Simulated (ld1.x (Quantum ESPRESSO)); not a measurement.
# Cl (Z = 17): one change to a PAW potential, before and after

chlorine (Cl), PAW, made with ld1.x (Quantum ESPRESSO) 7.5 (LDA (PZ), scalar-relativistic). Core [Ne], reference 3s2 3p4 (charge +1). Waves: 3s (bound): rcut 1.10, rcutus 1.20 bohr; 3s channel at 0.65 Ry: rcut 1.10, rcutus 1.20 bohr; 3p (bound): rcut 1.40, rcutus 1.50 bohr; 3p channel at 0.2 Ry: rcut 1.40, rcutus 1.50 bohr. Local part: all-electron potential smoothed inside 1.05 bohr (lloc = -1). Core correction: Bessel-smoothed model core inside 0.65 bohr. Augmentation charge: PSQ, inside the norm-conserving radii.

Change: functional PBE.

Cutoffs: the cutoffs (Ry, on a coarse ladder) from which the occupation-weighted sum of valence levels, in a spherical-Bessel basis at the reference potential, stays within 10 and 1 mRy of its value at 400 Ry; they do not see the model core or the augmentation charge, which bear on the density cutoff. Errors are all-electron minus pseudo energies relative to the spin-unpolarised reference configuration.

**Question.** What does the change do?

**Answer.** The potential gets neither clearly harder nor softer (30 Ry and 50 Ry → 30 Ry and 50 Ry); the number of tests with a reliable result goes from 9 to 7; the errors of the 7 common tests hardly move; neither file shows a bound ghost.

```tsv
quantity	base	changed
cutoff, loose	30 Ry	30 Ry
cutoff, tight	50 Ry	50 Ry
bound ghosts	none	none
error for 3s2 3p5, meV [ΔE -13.97 → -13.88 eV]	+0.8	+0.9
error for 3s2 3p3, meV [ΔE 25.53 → 25.45 eV]	-4.7	-4.3
error for 3s2 3p2, meV [ΔE 63.92 → 63.75 eV]	-23	-21
error for 3s2 3p4.5, meV [ΔE -8.34 → -8.29 eV]	+0.6	+0.6
error for 3s2 3p5.3, meV [ΔE -16.14 → -16.01 eV]	+0.9	+1.0
error for 3s1 3p5, meV [ΔE 12.59 → 12.71 eV]	-0.4	-0.4
error for 3s2 3p1, meV [ΔE 116.29 → 116.00 eV]	-77	-67
s: phases at 1.65 bohr within 0.05 rad from the reference energy up to (Ry; the scan ends near 5)	to the end of the scan	to the end of the scan
p: phases at 1.65 bohr within 0.05 rad from the reference energy up to (Ry; the scan ends near 5)	to the end of the scan	to the end of the scan
lowest overlap eigenvalue by channel	s 0.46, p 0.75	s 0.47, p 0.76
```
